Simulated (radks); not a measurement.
Valence configurations of Sb+ (all share [Kr]). Method: scalar-relativistic Kohn-Sham, r2SCAN, spin-polarised, spherical densities, finite nucleus; open shells are filled with parallel spins first (spin-orbit coupling, left out, can overturn this in heavy ions); meta-GGA in the generalised Kohn-Sham scheme; Fermi nuclear charge, rms radius 4.6802 fm; computed with a radial shooting solver on a logarithmic mesh with Libxc functionals. Energies are relative to 4d10 5s2 5p2; eigenvalues in eV for spin up.

valence          E (eV)  moment (Bohr magnetons)    e(4d)    e(5p)    e(5s)
4d10 5s2 5p2      0.000                        2  -42.922  -12.940  -21.883
4d9 5s2 5p3      31.565                        4  -49.779  -14.810  -24.575
4d9 5s1.5 5p3.5  36.378                        4  -50.506  -15.144  -25.054
4d10 5s1 5p3      5.556                        4  -44.102  -14.054  -23.298
4d9.5 5s2 5p2.5  15.333                        3  -46.358  -13.897  -23.257
4d9.5 5s1 5p3.5  22.872                        4  -47.709  -14.830  -24.487
4d10 5p4         18.096                        2  -45.768  -14.243        -
4d9.5 5p4.5      35.254                        2  -49.184  -14.827        -
4d8 5s2 5p4      69.878                        4  -56.822  -16.057  -26.601
4d7 5s2 5p5      111.58                        4  -63.763  -17.212  -28.485

NIST lists [Kr] 4d10 5s2 5p2 as the ground configuration; this level of theory agrees among the configurations tried. The energies are those of spherical high-spin densities, not of single terms.
